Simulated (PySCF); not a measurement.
**Kr²⁺: ionisation energy**

Kr²⁺ [Ar] 3d10 4s2 4p4 (3P) → Kr³⁺ [Ar] 3d10 4s2 4p3 (4S), as a difference of total energies. All numbers are calculated (PySCF 2.14, scalar relativity through the core potential, in aug-cc-pVDZ-PP with ECP10MDF). Correlated levels: valence: 3s2 3p6 3d10 frozen. The calculations carry no spin-orbit coupling.

```json
{"method": "UHF", "ionisation energy (eV)": "34.247"}
{"method": "MP2 (valence)", "ionisation energy (eV)": "34.662"}
{"method": "SCS-MP2 (valence)", "ionisation energy (eV)": "34.671"}
{"method": "CCSD (valence)", "ionisation energy (eV)": "34.686"}
{"method": "CCSD(T) (valence)", "ionisation energy (eV)": "34.696"}
{"method": "CCSDT (valence)", "ionisation energy (eV)": "34.698"}
```

Q: How much does correlation contribute at CCSD(T) (valence)?

A: 34.696 − (34.247) = 0.449 eV, measured against UHF.

The reference lies between the lowest fine-structure levels, while these numbers refer to the centres of the terms.

Errors of the correlated levels include the incompleteness of this basis and the frozen core.

For comparison: 35.838 ± 0.02 eV (measured; NIST Atomic Spectra Database, ionization energies).
